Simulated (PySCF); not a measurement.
## Shapes and spin states of [MnH3]+

Method: PBE0/[Mn def2-TZVP, H def2-TZVP], no relativity, density fitting, PySCF.

Relaxations began from a few typed shapes and spin states; open shells are unrestricted. The search is not exhaustive: other isomers or separated fragments can lie lower, and high-lying points may rest on an excited occupation.

(1) Order these stationary points by electronic energy, lowest first, in kJ/mol from the lowest minimum.
A. quartet Cs: H–H 0.830 Å, Mn–H 1.544 Å, Mn–H 1.693 Å, Mn–H 1.723 Å; H–H–Mn 73.9°, H–H–Mn 78.0°, H–Mn–H 28.1°, H–Mn–H 70.1°, H–Mn–H 98.3°
B. broken-symmetry Ms = 1/2 (⟨S²⟩ 1.77) C2v: Mn–H 1.553 Å, Mn–H 1.567 Å (×2); H–Mn–H 42.1° (×2), H–Mn–H 84.1°
C. quartet C2v: Mn–H 1.560 Å, Mn–H 1.583 Å (×2); H–Mn–H 42.3° (×2), H–Mn–H 84.6°
D. broken-symmetry Ms = 3/2 (⟨S²⟩ 4.79) D3h: Mn–H 1.654 Å (×3); H–Mn–H 120.0° (×3)
E. broken-symmetry Ms = 1/2 (⟨S²⟩ 1.77) Cs: H–H 0.823 Å, Mn–H 1.516 Å, Mn–H 1.690 Å, Mn–H 1.723 Å; H–H–Mn 73.9°, H–H–Mn 78.2°, H–Mn–H 27.9°, H–Mn–H 69.9°, H–Mn–H 97.8°
F. broken-symmetry Ms = 1/2 (⟨S²⟩ 1.84) C3v: Mn–H 1.500 Å (×3); H–Mn–H 63.2° (×3)
G. quartet (⟨S²⟩ 4.09) C3v: Mn–H 1.536 Å (×3); H–Mn–H 65.0° (×3)

(2) Which of them are minima?

## Answers

(1) A (0.0), C (20.7), G (57.4), E (102.4), B (123.4), D (140.3), F (205.1).

(2) By energy in kJ/mol, 0.0: minimum; 20.7: saddle point, 1 imaginary mode; 57.4: saddle point, 2 imaginary modes; 102.4: minimum; 123.4: saddle point, 1 imaginary mode; 140.3: saddle point, 1 imaginary mode; 205.1: saddle point, 2 imaginary modes.

For the lowest minimum: with open d or f shells other occupations or spin states may lie lower.
